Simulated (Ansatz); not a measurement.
Consider the ligand exchange at the Si–F bond: `F[SiH2]/C=C/[SiH3]` + HCl → `[SiH3]/C=C/[SiH2]Cl` + H–F.

Computed with Ansatz on PBE0-D4/def2-TZVP structures; ΔE is electronic, products minus reactants. CBS: MP2 limit from def2 TZ/QZ plus the TZ coupled-cluster correction, frozen cores. This one scheme is used for every species. Double bonds are as drawn, so ΔE can hold a change between cis and trans. Functionals use def2-TZVPP. Each species was taken in one conformer, which may not be the lowest.

`F[SiH2]/C=C/[SiH3]`:

Cartesian coordinates in Å:
```
F -1.871 0.529 -2.110
Si -1.903 -0.689 -1.071
C -0.447 -0.520 0.061
C 0.437 0.479 -0.034
Si 1.909 0.668 1.095
H -3.184 -0.621 -0.324
H -1.847 -1.954 -1.845
H -0.308 -1.272 0.840
H 0.288 1.224 -0.817
H 3.173 0.647 0.311
H 1.909 -0.453 2.071
H 1.845 1.964 1.822
```

HCl:

```xyz
2

Cl   -0.436   -0.078   -0.461
H     0.436    0.078    0.461
```

`[SiH3]/C=C/[SiH2]Cl`:

```xyz
12

Si   -0.674   -0.016    2.223
C     0.282    0.020    0.621
C    -0.286   -0.093   -0.585
Si    0.708   -0.071   -2.150
Cl    0.118    1.503   -3.340
H    -0.203   -1.138    3.079
H    -2.117   -0.191    1.915
H    -0.469    1.251    2.975
H     1.365    0.144    0.672
H    -1.368   -0.211   -0.651
H     0.504   -1.305   -2.947
H     2.140    0.105   -1.811
```

H–F:

```xyz
2

F    -0.227    0.147    0.373
H     0.227   -0.147   -0.373
```

| level | ΔE (kJ/mol) |
| --- | --- |
| PBE0 | 30.9 |
| HF/def2-SVP | 41.5 |
| CCSD/def2-SVP | 40.5 |
| HF/CBS(def2) | 49.8 |

Task: What does CCSD(T)/CBS give? (Best estimate.)

Result: Ansatz gave: +32.7 kJ/mol. The listed levels differ from it by -1.8, 8.8, 7.8, 17.1 kJ/mol.

Largest T1 diagnostic among the species: 0.012.

The D4 term adds −5.5 kJ/mol with B3LYP and −3.0 kJ/mol with PBE0; it sums over pairs of atoms, weighted by their polarisabilities, and B3LYP, whose exchange is more repulsive, gets the larger term. Leaving LDA and LC-ωPBE aside and taking each functional with its dispersion term where it has one, the values, not all of them listed here, spread over 18.5 kJ/mol, from revPBE-D4 to CAM-B3LYP-D4.

CCSD(T)/CBS has its own doubt, a few kJ/mol and more with outer-core shells, so smaller differences from it don't rank the levels.

B3LYP here is the variant with VWN-RPA as its local correlation; programs differ in this.
